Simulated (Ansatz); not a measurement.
CH₄ClOSi, SMILES `CO[SiH]Cl` radical. Charge 0, multiplicity 2. Geometry: relaxed with PBE0-D4/def2-TZVP. It is one conformer, not always the lowest.

```xyz
8

C    -0.113    1.073    0.546
O     0.125   -0.316    0.647
Si    0.633   -1.308   -0.544
Cl   -0.547   -1.082   -2.227
H     0.814    1.617    0.345
H    -0.833    1.292   -0.248
H    -0.520    1.412    1.499
H     0.441   -2.688   -0.019
```

**Question.** What is the dipole moment at r2SCAN/def2-TZVPP? (Estimate.)

**Answer.** The calculation gave: 1.49 D, with components (0.38, 1.19, 0.80) D in this frame, pointing from negative to positive charge.

**Question.** And with PBE, B3LYP, ωB97M-V? (Best estimate.)

**Answer.** Ansatz gave: PBE 1.45 D, B3LYP 1.47 D, ωB97M-V 1.49 D.

**Question.** Give the Mulliken charges with r2SCAN, B3LYP, ωB97M-V in def2-TZVPP. (Best estimate.)

**Answer.** Computed: 
| atom | r2SCAN | B3LYP | ωB97M-V |
| --- | --- | --- | --- |
| C1 | 0.01 | -0.12 | -0.17 |
| O2 | -0.35 | -0.33 | -0.32 |
| Si3 | 0.45 | 0.42 | 0.35 |
| Cl4 | -0.25 | -0.25 | -0.22 |
| H5 | 0.06 | 0.10 | 0.12 |
| H6 | 0.07 | 0.11 | 0.12 |
| H7 | 0.07 | 0.12 | 0.13 |
| H8 | -0.06 | -0.05 | -0.01 |

B3LYP here is the variant with VWN-RPA as its local correlation; programs differ in this.
